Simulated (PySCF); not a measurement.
## How methods differ on the ionisation energy of Zr(2+)

Zr(2+) [Kr] 4d2 (3F) → Zr(3+) [Kr] 4d1 (2D), as a difference of total energies. Computed with PySCF 2.14 in cc-pVDZ-PP with ECP28MDF (4s4p3d1f, 38 functions), with a scalar-relativistic core potential. Correlated levels: valence: 4s2 4p6 frozen. The calculations carry no spin-orbit coupling.

```csv
method,ionisation energy (eV),difference from reference (eV)
UHF,22.369,-0.801
r2SCAN,23.263,+0.093
M06-2X,23.042,-0.128
MP2 (valence),22.428,-0.742
SCS-MP2 (valence),22.389,-0.781
```

Reference: 23.170 eV (semi-empirical (NIST evaluation); NIST Atomic Spectra Database, ionization energies).

The reference lies between the lowest fine-structure levels, while these numbers refer to the centres of the terms.

Errors of the correlated levels include the incompleteness of this basis and the frozen core.
